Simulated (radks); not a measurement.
Values are calculated unless marked as measured or tabulated.
Q: Radial electron density D(r) = 4 pi r^2 rho(r) of an atom or ion with 40 electrons. Code: a radial shooting solver on a logarithmic mesh with Libxc functionals. Model: Dirac Kohn-Sham, PBEsol, spin-unpolarised, spherical densities, point nucleus.

| r (bohr) | D(r) (e/bohr) |
|---|---|
| 0.008033 | 21.52 |
| 0.009502 | 26.40 |
| 0.01124 | 31.72 |
| 0.0134 | 37.43 |
| 0.01586 | 42.58 |
| 0.01876 | 46.86 |
| 0.02219 | 49.70 |
| 0.02625 | 50.66 |
| 0.03105 | 49.63 |
| 0.03673 | 47.11 |
| 0.04345 | 44.21 |
| 0.05139 | 42.55 |
| 0.06129 | 43.70 |
| 0.0725 | 48.07 |
| 0.08576 | 54.43 |
| 0.1014 | 59.94 |
| 0.12 | 61.35 |
| 0.142 | 57.01 |
| 0.1679 | 48.50 |
| 0.1986 | 40.32 |
| 0.235 | 37.06 |
| 0.2802 | 39.95 |
| 0.3315 | 44.60 |
| 0.3921 | 45.17 |
| 0.4638 | 38.85 |
| 0.5487 | 27.96 |
| 0.6491 | 17.61 |
| 0.7678 | 11.49 |
| 0.9083 | 9.572 |
| 1.074 | 9.352 |
| 1.281 | 8.464 |
| 1.516 | 6.489 |
| 1.793 | 4.226 |
| 2.121 | 2.486 |
| 2.509 | 1.468 |
| 2.968 | 0.9323 |
| 3.511 | 0.5999 |
| 4.153 | 0.3455 |
| 4.912 | 0.1636 |
| 5.858 | 0.06049 |
| 6.929 | 0.02401 |
| 8.197 | 0.01980 |
| 9.697 | 0.03021 |
| 11.47 | 0.04768 |
| 13.57 | 0.06677 |
| 16.05 | 0.07769 |
| 18.99 | 0.07028 |
| 22.46 | 0.04010 |
| 26.78 | 0.01264 |
| 31.68 | 0.002757 |
| 37.48 | 0.0003761 |

What is the nuclear charge?

A: Z = 40. The innermost maximum, from 1s, lies near gamma/Z bohr with gamma = sqrt(1 - (Z/c)^2) = 0.956, here 0.0239 bohr (found: 0.0260), and its height grows with Z. The density is that of neutral zirconium in [Kr] 4d2 5s1 4f1; the configuration itself is not fixed sharply by these data, and Z only to a few units. D(r) has 4 maxima, at r = 0.0260, 0.115, 0.368, 16.4 bohr, and minima at 0.0531, 0.235, 7.75 bohr, inside which lie 2.07, 11.07, 39.02 electrons.
